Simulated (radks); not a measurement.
The numbers below are computed, except where a source is named.
Question: These are the eigenvalues of the occupied orbitals of an atom or ion with whole-number occupations (eV). Code: a radial shooting solver on a logarithmic mesh with Libxc functionals. Model: scalar-relativistic Kohn-Sham, SCAN, spin-polarised, spherical densities, finite nucleus; meta-GGA in the generalised Kohn-Sham scheme; Fermi nuclear charge, rms radius of each element as measured or else 0.836 A^(1/3) + 0.57 fm.

1s up: -68747.28
1s down: -68747.02
2s up: -12931.02
2s down: -12927.49
2p up: -11491.80
2p down: -11488.46
3s up: -3963.006
3s down: -3960.854
3p up: -3531.501
3p down: -3528.925
3d up: -3035.332
3d down: -3031.367
4s up: -1707.153
4s down: -1692.427
4p up: -1549.337
4p down: -1534.933
4d up: -1355.475

Which element is it, and in what charge state? The configuration may be excited. Open shells, if any, are filled with parallel spins first.

Answer: Z = 73, tantalum, charge +33: Ta33+ in [Kr] 4d4. The list shows which subshells hold electrons but not how many an open one holds; the 1s level, -2526.4 hartree, gives Z - s = 71.1 by -(Z - s)^2/2, which with screening and relativity narrows Z to a few neighbours, and the depths of the outer levels then fix element, charge and occupations together.
